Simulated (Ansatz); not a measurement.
Compare A (`[SiH3]BOCS`) with its isomer B (`CS[SiH2]BO`).

Computed with Ansatz on PBE0-D4/def2-TZVP structures; ΔE is electronic, products minus reactants. CCSD(T)/CBS adds triple-zeta CCSD(T) − MP2 to the extrapolated MP2 energy (def2 sets, frozen cores). DFT in def2-TZVPP. B3LYP here is the variant with VWN-RPA as its local correlation; programs differ in this. One conformer a species, not always the lowest.

Which is lower in electronic energy at CCSD(T)/CBS, and by how much? (Best estimate.)

Ansatz gave: B, by 31.9 kcal/mol.

Give E(B) − E(A) in kcal/mol with ωB97M-V, PBE0-D4, PBE-D4, MP2/def2-TZVPP, r2SCAN-D4, B3LYP, CCSD/def2-TZVPP. (An estimate is asked.)

Computed: ωB97M-V -31.1, PBE0-D4 -32.1, PBE-D4 -31.3, MP2/def2-TZVPP -32.8, r2SCAN-D4 -31.8, B3LYP -29.0, CCSD/def2-TZVPP -30.0. None reverses the order clearly.

Largest T1 diagnostic: 0.014.

From PBE to PBE0 (25 % exact exchange), in def2-TZVPP and without D4, E(B) − E(A) moves by −0.8 kcal/mol. The D4 term adds −1.1 kcal/mol with B3LYP and −0.6 kcal/mol with PBE0; it sums over pairs of atoms, weighted by their polarisabilities, and B3LYP, whose exchange is more repulsive, gets the larger term.
